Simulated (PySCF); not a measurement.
A species of formula C8H7O2P has this rotational fingerprint, computed with PBE0/pcSseg-1 in PySCF (dipole) on a GFN2-xTB geometry, gas phase:

* Rotational constants: A = 2228, B = 582.9, C = 512.9 MHz
* Dipole components: |μa| = 0.08 D, |μb| = 0.48 D, |μc| = 1.03 D
* Inertial defect: -108.56 u·Å²
* κ: -0.92

Problem. Which candidate fits, each taken in the one conformer that was computed?
A. `[cH:1]1[cH:2][c:3]([PH:4][c:5]2[cH:6][cH:7][o:8][cH:9]2)[cH:10][o:11]1` with C2–C3–P4–C5 59°, C3–P4–C5–C6 -152°
B. `[CH3:1][C:2](=[O:3])[c:4]1[cH:5][cH:6][c:7]([CH:8]=[O:9])[cH:10][p:11]1` with C1–C2–C4–C5 180°, C6–C7–C8–O9 180°
C. `[CH:1]#[C:2][P@:3](=[O:4])([OH:5])[c:6]1[cH:7][cH:8][cH:9][cH:10][cH:11]1` with C2–P3–O5–H 117°, C2–P3–C6–C7 -129°
D. `[CH3:1][O:2][c:3]1[o:4][c:5]2[cH:6][cH:7][cH:8][cH:9][c:10]2[p:11]1` with C1–O2–C3–O4 0°

Solution. A. It is c1cc(Pc2ccoc2)co1, a near-prolate asymmetric top, point group C1. The candidates at the same level (rigid rotor, commonest isotopes):

| SMILES | A (MHz) | B (MHz) | C (MHz) | μa (D) | μb (D) | μc (D) | Δ (u·Å²) | point group | rotor |
| --- | --- | --- | --- | --- | --- | --- | --- | --- | --- |
| COc1oc2ccccc2p1 | 2280 | 712.0 | 544.4 | 0.46 | 2.78 | 0.00 | -3.20 | Cs | asymmetric top |
| CC(=O)c1ccc(C=O)cp1 | 2589 | 548.5 | 453.9 | 0.41 | 0.26 | 0.00 | -3.14 | Cs | near-prolate asymmetric top |
| C#C[P@](=O)(O)c1ccccc1 | 1766 | 694.9 | 608.1 | 1.65 | 2.46 | 0.66 | -182.31 | C1 | asymmetric top |
| c1cc(Pc2ccoc2)co1 | 2228 | 582.9 | 512.9 | 0.08 | 0.48 | 1.03 | -108.56 | C1 | near-prolate asymmetric top |

`CC(=O)c1ccc(C=O)cp1` has A 16 % too high; `C#C[P@](=O)(O)c1ccccc1` has A 21 % too low; `COc1oc2ccccc2p1` has B 22 % too high. No structure here is proved a minimum.
